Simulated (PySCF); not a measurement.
Si(F)(Br)(Me)(OH) (CH₄BrFOSi), SMILES C[Si](O)(F)Br. Geometry: PBE0-D3(BJ)/def2-SVP. The structure was generated by enumeration, and PubChem lists no compound with its InChIKey, so it may never have been made. The values are those of a single conformer.

Calculation: PBE0-D3(BJ)/def2-SVP run with PySCF.

Harmonic wavenumbers (cm⁻¹): 127, 153, 183, 239, 242, 285, 331, 442, 719, 763, 789, 830, 916, 979, 1277, 1419, 1422, 3071, 3181, 3188, 3931. Rotational constants (GHz): 3.635, 1.498, 1.466; symmetry number 1.

Problem. Work out the zero-point energy and the ideal-gas rigid-rotor harmonic-oscillator thermochemistry at 298.15 K and 1 atm.

Solution. ZPE = ½ Σ hcν = ½ × 24485 cm⁻¹ = 146.46 kJ/mol. H − E(el) = 168.10 kJ/mol. Entropy in J/(mol K): translation 171.97, rotation 117.53, vibration 68.34, total 357.83. G − E(el) = 61.42 kJ/mol. Cp = 108.39 J/(mol K). Modes under 150 cm⁻¹ make the vibrational entropy uncertain.
